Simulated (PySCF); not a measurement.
Electron correlation in Cl⁻ (chlorine, charge -1)

[Ar], closed-shell 1S. Calculation: PySCF 2.14, in aug-cc-pV(Q+d)Z with one added diffuse shell each of s, p, d, f, g type (8s7p6d4f3g, 114 functions); no relativity, point nucleus. Frozen: [Ne]; 8 electrons correlated.

MP2 pair energies summed by pair of shells (mhartree):

| pair | energy | share (%) |
| --- | --- | --- |
| 3p-3p | -158.46 | 69.8 |
| 3s-3p | -58.61 | 25.8 |
| 3s-3s | -9.99 | 4.4 |

Total MP2 correlation energy: -227.06 mhartree.

Same-spin part -53.71 and opposite-spin part -173.35 mhartree; SCS-MP2 scales them by 1/3 and 6/5 to -225.92 mhartree.
